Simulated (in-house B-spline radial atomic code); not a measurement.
RPA and G0W0 for Tl8+, [Xe] 4f14 5d5, highest spin, as one setting changes: the highest l of the empty states. Start: PBE. A dash marks a level of low quasi-particle weight. Computed with a B-spline radial code for spherical atoms: all electrons, scalar-relativistic (spin-free one-electron X2C), finite nucleus, each spin shell either full or empty, empty states to the listed l with an (l + 1/2)⁻⁴ tail; G0W0 by contour deformation at full frequency.

Without the two-electron picture change, the correlation of inner shells comes somewhat too large for so heavy an element.

```
highest l of the empty states  RPA summed (Eh)  RPA extrapolated (Eh)  G0W0 level (eV)
                            5          -5.7389                -6.7326    5d up -140.26
                            6          -6.1035                -6.7298    5d up -140.28
                            7          -6.3005                -6.7031    5d up -140.31
                            8                ?                      ?                ?
                            9          -6.4796                -6.6596    5d up -140.29
                           10                ?                      ?                ?
                           11          -6.5474                -6.6365    5d up -140.27
```

(1) What belongs in the row for 10?

(2) What belongs in the row for 8?

Answers

(1) RPA summed (Eh): -6.5209; RPA extrapolated (Eh): -6.6461; G0W0 level (eV): 5d up -140.28.

(2) RPA summed (Eh): -6.413; RPA extrapolated (Eh): -6.6797; G0W0 level (eV): 5d up -140.30.
